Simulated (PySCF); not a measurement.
Below is a simulated gas-phase C 1s photoelectron spectrum of `C#CC#C[C@H]1CNBN1`.

Every computed line was given a Gaussian of 0.5 eV full width at half maximum and an area set by the number of equivalent atoms; the highest printed point is 100. Computed with delta-SCF UKS SCAN, pcX-2 on the ionised atom, pcseg-1 elsewhere, spin-free X2C in PySCF 2.14.0.

binding energy (eV), intensity and a bar:
```
    289.5          0 
    289.6          2 
    289.7          6 ##
    289.8         15 ####
    289.9         32 ##########
    290.0         57 #################
    290.1         83 #########################
    290.2        100 ##############################
    290.3        100 ##############################
    290.4         88 ##########################
    290.5         73 ######################
    290.6         66 ####################
    290.7         67 ####################
    290.8         69 #####################
    290.9         71 #####################
    291.0         71 #####################
    291.1         69 #####################
    291.2         65 ###################
    291.3         59 ##################
    291.4         56 #################
    291.5         57 #################
    291.6         58 #################
    291.7         53 ################
    291.8         41 ############
    291.9         28 ########
    292.0         22 #######
    292.1         26 ########
    292.2         37 ###########
    292.3         49 ###############
    292.4         53 ################
    292.5         46 ##############
    292.6         32 #########
    292.7         18 #####
    292.8          8 ##
    292.9          3 #
    293.0          1 
    293.1          0
```

Q: How many maxima does the curve show, and how many computed lines lie under it?

A: The curve has 4 maxima (at 290.2, 290.9, 291.6 and 292.4 eV). Under it lie 6 lines from 6 inequivalent carbon sites. At this width some lines have no maximum of their own.

Q: Decompose the envelope and assign each component. Numbering: `[CH:1]#[C:2][C:3]#[C:4][C@H:5]1[CH2:6][NH:7][BH:8][NH:9]1`.

A: 
```csv
position (eV),relative area,line,atoms,environment
290.17,1,C 1s,C1,terminal alkyne carbon
290.31,1,C 1s,C4,alkyne carbon
290.77,1,C 1s,C3,alkyne carbon
291.15,1,C 1s,C2,alkyne carbon
291.64,1,C 1s,C6,sp3 carbon bound to nitrogen
292.39,1,C 1s,C5,sp3 carbon bound to nitrogen
```

Q: What are the centre and the root-mean-square width of the whole band?

A: The area-weighted mean of the lines is 291.07 eV. Their own spread about it is 0.77 eV (rms) and each Gaussian has σ = 0.5/2.355 = 0.21 eV; the variances add, which gives 0.80 eV.

Lowest listed C 1s: C1, bonded to C (triple bond) and H. Highest, 2.22 eV above it: C5, bonded to N, 2 C and H. Summing the Pauling electronegativity differences to the bonded atoms, each weighted by its formal bond order, gives -0.35 for the lowest site and +0.14 for the highest; no listed site has a larger sum than the highest.

The curve has no shake-up lines and no vibrational structure. The unrestricted hole states depart most from a pure doublet (⟨S²⟩ = 0.75; over 0.85 named) for C 1s of C1 (0.88), C 1s of C2 (0.97), C 1s of C3 (0.92) and C 1s of C4 (0.96), which makes these values less certain. Isolated species at its PBE0-D3(BJ)/def2-SVP geometry, gas phase.
